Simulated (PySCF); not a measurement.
**What settings do to a single point of [OsOF5]+**

The sound run of [OsOF5]+ (singlet) uses PySCF 2.14.0, RKS TPSS, Os def2-SVP with ECP60, O def2-SVP, F def2-SVP; non-relativistic Hamiltonian with scalar-relativistic core potentials where named; density fitting; no spin-orbit coupling, grid (50, 194), threshold 1e-8 Eh and 55 cycles, at the relaxed geometry:

```xyz
7

Os    0.0544   -0.0362    0.0320
O     1.2504   -0.7145    1.0301
F    -0.0558    1.5171    0.9957
F    -1.3266   -0.7310    1.0145
F     1.2689    0.7549   -1.0877
F    -1.2569    0.6980   -1.0674
F    -0.0126   -1.4894   -1.0810
```

There Os1 has a Mulliken charge of 1.72 e and the dipole about the centre of mass is 1.26 D. Each run below changes one thing and starts from free metal ions and neutral atoms unless it says otherwise; with 55 cycles, smearing, a level shift and second-order steps follow where DIIS fails, and their cycles count. Energy shifts count from the sound run.

```tsv
change	outcome	cycles	energy shift (eV)	largest force component (eV/Å)	charge on Os1 (e)	dipole about the centre of mass (D)
start from the bare core Hamiltonian, limit 73 cycles	converged	22	0.0000	0.01	1.72	1.26
threshold 0.001	converged	14	0.0041	0.18	1.73	1.43
```

(1) One further run converged with energy shift (eV) -0.0570, largest force component (eV/Å) 0.25, charge on Os1 (e) 1.72, dipole about the centre of mass (D) 1.26. Which change was it?
A. cycle limit 5
B. grid (40, 110)
C. all coordinates × 1.12

(2) And the other changes listed?

Forces carry noise of the integration grid, about 0.01 to 0.03 eV/Å.

No frequency check is given that shows the relaxed geometry to be a minimum.

## Answers

(1) B.

(2) 
| change | outcome | cycles | energy shift (eV) | largest force component (eV/Å) | charge on Os1 (e) | dipole about the centre of mass (D) |
| --- | --- | --- | --- | --- | --- | --- |
| all coordinates × 1.12 | converged | 140 | 3.69 | 4.51 | 1.51 | 1.49 |
| cycle limit 5 | not converged | 5 | – | – | – | – |
